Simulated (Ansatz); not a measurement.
Cost and result for the atomization energy of C$_{2}$H$_{4}$OSi, SMILES `O=C1C[SiH2]1` (8 atoms, 8 bonds).

Total charge 0; spin multiplicity 1. All single points use the PBE0-D4/def2-TZVP geometry. Program: Ansatz. All runs use 2 threads of an Arm Neoverse V1 on a shared host. Times are those of one run each, without the atoms' runs, and a repeat can differ threefold. Electronic energies, without spin–orbit coupling; frozen cores. CCSD(T)/CBS adds CCSD(T) − MP2 in def2-TZVPP to the MP2 limit, and its time is that of the two runs behind it. T1 = 0.017. B3LYP takes the VWN-RPA correlation (the form of Gaussian; ORCA's B3LYP/G).

CCSD(T)/CBS is a level of theory with its own doubt, some kJ/mol a heavy atom from the limit and from the frozen cores, so smaller differences don't rank the functionals.

```
                             level  functions  atomization (kcal/mol)  difference from CCSD(T)/CBS  per bond
               BHLYP-D4/def2-TZVPP        191                   689.2                        -27.9      -3.5
r2SCAN-D4/def2-TZVPP (with forces)        191                   724.4                          7.3       0.9
                PBE0-D4/def2-TZVPP        191                   722.8                          5.7       0.7
                    MP2/def2-QZVPP        361                   724.8                          7.7       1.0
                 CCSD(T)/CBS(def2)          –                   717.1                          0.0       0.0
             r2SCANh-D4/def2-TZVPP        191                   717.4                          0.3       0.0
                CCSD(T)/def2-TZVPP        191                   696.9                        -20.2      -2.5
                  CCSD(T)/def2-SVP         80                   677.4                        -39.7      -5.0
                BLYP-D4/def2-TZVPP        191                   722.8                          5.7       0.7
               PBE-QIDH/def2-TZVPP        191                   713.6                         -3.5      -0.4
              revPBE-D4/def2-TZVPP        191                   723.6                          6.5       0.8
  ωB97M-V/def2-TZVPP (with forces)        191                   721.4                          4.3       0.5
 B3LYP-D4/def2-TZVPP (with forces)        191                   718.6                          1.5       0.2
```

Question: Order the runs by time, with rough figures. (An estimate is asked.)

Answer: The calculation gave: BLYP-D4/def2-TZVPP 2 s; revPBE-D4/def2-TZVPP 2 s; CCSD(T)/def2-SVP 2.5 s; BHLYP-D4/def2-TZVPP 2.8 s; PBE0-D4/def2-TZVPP 2.9 s; B3LYP-D4/def2-TZVPP (with forces) 3.9 s; r2SCAN-D4/def2-TZVPP (with forces) 5.5 s; PBE-QIDH/def2-TZVPP 5.5 s; r2SCANh-D4/def2-TZVPP 5.5 s; ωB97M-V/def2-TZVPP (with forces) 12 s; MP2/def2-QZVPP 18 s; CCSD(T)/def2-TZVPP 53 s; CCSD(T)/CBS(def2) 71 s.

From BLYP to BHLYP (50 % exact exchange), in def2-TZVPP and without D4, the atomization energy moves by −30.1 kcal/mol: exact exchange takes away binding that semilocal exchange gives to molecules. At CCSD(T), def2-SVP lies −39.7 kcal/mol from the extrapolated value and def2-TZVPP −20.2 kcal/mol: correlation converges slowly with the basis, and small sets miss more of it in the bonded molecule than in its fragments. Leaving LDA and LC-ωPBE aside and taking each functional with its dispersion term where it has one, the values, not all of them listed here, spread over 54.0 kcal/mol, from BHLYP-D4 to PBE-D4. LDA lies +98.2 kcal/mol from PBE without D4, its usual overbinding.
